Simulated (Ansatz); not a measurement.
`C=C[Si](N)(F)OC`, relaxed with RKS PBE0-D4/def2-TZVP in Ansatz from a GFN2-xTB geometry. The force threshold is 0.005 eV/Å; the program also tests the step.

The species carries charge 0 and has multiplicity 1.

Start:

```xyz
15

C    -0.757    2.207   -1.079
C    -1.071    0.932   -1.244
Si   -0.298   -0.517   -0.338
N    -1.253   -1.403    0.791
F     0.066   -1.669   -1.419
O     1.040    0.082    0.335
C     2.028   -0.585    1.074
H    -1.247    3.000   -1.626
H     0.016    2.507   -0.393
H    -1.855    0.682   -1.949
H    -1.604   -0.936    1.611
H    -1.942   -2.045    0.435
H     2.511   -1.351    0.465
H     2.768    0.156    1.380
H     1.596   -1.059    1.957
```

(1) By how much does the energy fall, and how many steps does the optimiser take? (An estimate is asked.)

(2) Which bonds change most? (Best estimate.)

(3) Give the relaxed structure. (Estimate.)

Results:

(1) Ansatz gave: 0.07 eV, in 17 steps, 4 of them rejected.

(2) Ansatz gave: C2–Si3 from 1.876 to 1.843 Å; Si3–N4 from 1.724 to 1.701 Å; Si3–F5 from 1.621 to 1.601 Å; Si3–O6 from 1.613 to 1.626 Å.

(3) Computed: 
```xyz
15

C    -0.688    2.186   -1.140
C    -1.136    0.935   -1.199
Si   -0.307   -0.487   -0.370
N    -1.230   -1.319    0.791
F     0.017   -1.623   -1.450
O     1.065    0.117    0.260
C     1.973   -0.593    1.072
H    -1.209    3.009   -1.623
H     0.224    2.433   -0.608
H    -2.057    0.741   -1.746
H    -1.694   -0.855    1.553
H    -1.625   -2.222    0.592
H     2.666   -1.175    0.456
H     2.548    0.127    1.657
H     1.453   -1.272    1.755
```
